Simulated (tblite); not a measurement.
A geometry optimisation, step by step.

C6H12P2.
SMILES with atom numbers: `[CH:1]#[C:2][PH:3][CH2:4][CH2:5][CH2:6][PH:7][CH3:8]` (hydrogens: H9 on C1; H10 on P3; H11, H12 on C4; H13, H14 on C5; H15, H16 on C6; H17 on P7; H18, H19, H20 on C8)

Computed with GFN2-xTB (tblite), gas phase: L-BFGS steps from a force-field or distance-geometry start until the largest atomic force falls under 0.01 eV/Å. 5 of its 109 geometries are shown.

Step 0: E = -649.3537 eV, largest atomic force 3.353 eV/Å
```
atom  x, y, z in Å  |  force x, y, z in eV/Å
C1      1.508    1.971   -2.058   -0.579   0.636  -1.087
C2      1.949    1.434   -1.091    0.275  -1.270   2.790
P3      2.630    0.584    0.402    1.229   0.847  -1.132
C4      1.762   -1.056    0.451    0.334  -0.722  -0.269
C5      0.563   -1.097    1.357   -0.255  -0.590   0.592
C6     -0.522   -0.123    0.954   -1.818  -0.220   1.153
P7     -1.165   -0.426   -0.756    2.075   0.866  -2.487
C8     -2.778    0.440   -0.915   -0.819  -0.125   0.960
H9      1.090    2.442   -2.910    0.239  -0.126   0.166
H10     2.133    1.323    1.563   -0.520  -0.462  -0.961
H11     2.499   -1.815    0.837   -0.299   0.690  -0.259
H12     1.508   -1.401   -0.575    0.074   0.474   0.398
H13     0.185   -2.150    1.400    0.011   0.721  -0.134
H14     0.891   -0.854    2.381   -0.096  -0.003  -0.119
H15    -0.194    0.948    1.045   -0.186  -0.871  -0.403
H16    -1.387   -0.253    1.675    0.609   0.226  -0.338
H17    -1.334   -1.831   -1.003   -0.729   0.532   1.137
H18    -2.636    1.520   -0.682    0.122  -0.750  -0.298
H19    -3.235    0.320   -1.910    0.509   0.010   0.388
H20    -3.473    0.036   -0.166   -0.175   0.138  -0.096
```

Step 27: E = -650.5142 eV, largest atomic force 0.073 eV/Å
```
atom  x, y, z in Å  |  force x, y, z in eV/Å
C1      1.492    1.922   -1.924   -0.016   0.006   0.008
C2      1.912    1.375   -0.938   -0.029  -0.020   0.004
P3      2.753    0.571    0.387    0.028   0.044   0.021
C4      1.788   -1.033    0.436    0.051   0.037  -0.005
C5      0.544   -1.046    1.317    0.033  -0.037   0.021
C6     -0.567   -0.115    0.850    0.020  -0.023  -0.013
P7     -1.038   -0.417   -0.928    0.016  -0.022   0.007
C8     -2.695    0.401   -0.863   -0.027  -0.009  -0.001
H9      1.069    2.396   -2.761   -0.008   0.004   0.004
H10     2.019    1.228    1.389    0.027  -0.011   0.029
H11     2.482   -1.798    0.801   -0.007  -0.020  -0.018
H12     1.528   -1.285   -0.597   -0.017  -0.013   0.014
H13     0.156   -2.068    1.334   -0.018  -0.061  -0.029
H14     0.826   -0.796    2.345   -0.003   0.063   0.036
H15    -0.259    0.933    0.932    0.042  -0.013  -0.049
H16    -1.443   -0.255    1.490   -0.030   0.022  -0.015
H17    -1.512   -1.721   -0.696   -0.024   0.025  -0.004
H18    -2.546    1.465   -0.684   -0.011   0.015  -0.018
H19    -3.199    0.275   -1.817    0.007  -0.002  -0.056
H20    -3.315   -0.020   -0.075   -0.033   0.016   0.063
```

Step 54: E = -650.5397 eV, largest atomic force 0.061 eV/Å
```
atom  x, y, z in Å  |  force x, y, z in eV/Å
C1      1.381    1.935   -1.778   -0.018   0.004  -0.024
C2      1.880    1.413   -0.816    0.007  -0.025   0.027
P3      2.806    0.567    0.425    0.001  -0.008  -0.005
C4      1.838   -1.034    0.434    0.002  -0.010   0.003
C5      0.563   -1.039    1.271    0.004  -0.007   0.016
C6     -0.525   -0.107    0.755    0.002  -0.010   0.011
P7     -1.117   -0.555   -0.953    0.025  -0.044  -0.034
C8     -2.704    0.397   -0.907    0.006  -0.017  -0.008
H9      0.899    2.392   -2.592   -0.013   0.032   0.009
H10     2.133    1.153    1.515    0.009   0.014  -0.034
H11     2.512   -1.808    0.817    0.009  -0.004  -0.008
H12     1.608   -1.284   -0.607   -0.002   0.010  -0.001
H13     0.174   -2.062    1.291   -0.001   0.005   0.014
H14     0.811   -0.759    2.300   -0.018  -0.017   0.024
H15    -0.151    0.919    0.696    0.017   0.027   0.016
H16    -1.374   -0.117    1.446   -0.017  -0.013   0.005
H17    -1.696   -1.776   -0.569    0.021  -0.001   0.012
H18    -2.471    1.460   -0.883   -0.010   0.030  -0.028
H19    -3.270    0.181   -1.810   -0.012   0.018  -0.039
H20    -3.303    0.135   -0.037   -0.011   0.015   0.045
```

Step 81: E = -650.5503 eV, largest atomic force 0.061 eV/Å
```
atom  x, y, z in Å  |  force x, y, z in eV/Å
C1      1.281    2.004   -1.722    0.009  -0.018   0.037
C2      1.821    1.405   -0.828   -0.032   0.003  -0.023
P3      2.805    0.528    0.349   -0.011   0.028  -0.020
C4      1.829   -1.064    0.439   -0.005   0.000  -0.004
C5      0.569   -1.048    1.301    0.004   0.003  -0.009
C6     -0.520   -0.120    0.776    0.004  -0.010  -0.010
P7     -1.093   -0.602   -0.931   -0.049  -0.024  -0.028
C8     -2.646    0.406   -0.966   -0.027   0.021  -0.007
H9      0.760    2.526   -2.471    0.019  -0.019   0.020
H10     2.209    1.135    1.469    0.004   0.004   0.009
H11     2.516   -1.824    0.826   -0.018  -0.002   0.000
H12     1.574   -1.343   -0.589    0.000  -0.005   0.002
H13     0.172   -2.069    1.337    0.016   0.012   0.021
H14     0.826   -0.757    2.325    0.008   0.000  -0.020
H15    -0.147    0.906    0.705    0.009   0.005   0.020
H16    -1.373   -0.124    1.461   -0.008  -0.015   0.006
H17    -1.728   -1.788   -0.517    0.028   0.033   0.014
H18    -2.386    1.456   -1.097    0.017  -0.018  -0.003
H19    -3.247    0.091   -1.818    0.015   0.009   0.005
H20    -3.226    0.291   -0.051    0.017  -0.007  -0.010
```

Step 108: E = -650.5532 eV, largest atomic force 0.009 eV/Å
```
atom  x, y, z in Å  |  force x, y, z in eV/Å
C1      1.211    2.017   -1.681   -0.004   0.001   0.001
C2      1.778    1.405   -0.814   -0.005   0.002  -0.003
P3      2.808    0.515    0.310   -0.002   0.001  -0.005
C4      1.827   -1.071    0.431   -0.002   0.001   0.000
C5      0.582   -1.040    1.313    0.000  -0.001   0.001
C6     -0.529   -0.143    0.782    0.004   0.001   0.001
P7     -1.097   -0.644   -0.923    0.000  -0.002   0.000
C8     -2.607    0.422   -1.005    0.006   0.000  -0.002
H9      0.669    2.550   -2.406   -0.002  -0.002  -0.003
H10     2.267    1.116    1.461   -0.005   0.002   0.003
H11     2.516   -1.831    0.816   -0.003  -0.001  -0.003
H12     1.554   -1.360   -0.589    0.008  -0.004  -0.001
H13     0.202   -2.064    1.396   -0.001  -0.001   0.001
H14     0.857   -0.710    2.321   -0.002  -0.005   0.003
H15    -0.180    0.891    0.712    0.006   0.002  -0.002
H16    -1.381   -0.168    1.468   -0.005   0.001   0.001
H17    -1.774   -1.794   -0.484    0.002   0.001   0.003
H18    -2.300    1.452   -1.178    0.007   0.006   0.001
H19    -3.219    0.098   -1.845    0.004   0.004   0.001
H20    -3.190    0.369   -0.087   -0.004  -0.005   0.002
```

Problem. Summarise the path.

Solution. The energy falls by 1.1995 eV from step 0 to step 108; nine tenths of that is first reached at step 9. It falls at every step. The largest force goes from 3.353 to 0.009 eV/Å. Among the bonds C2–P3 changes most, from 1.848 to 1.765 Å; the atoms move by 0.342 Å rms after alignment.
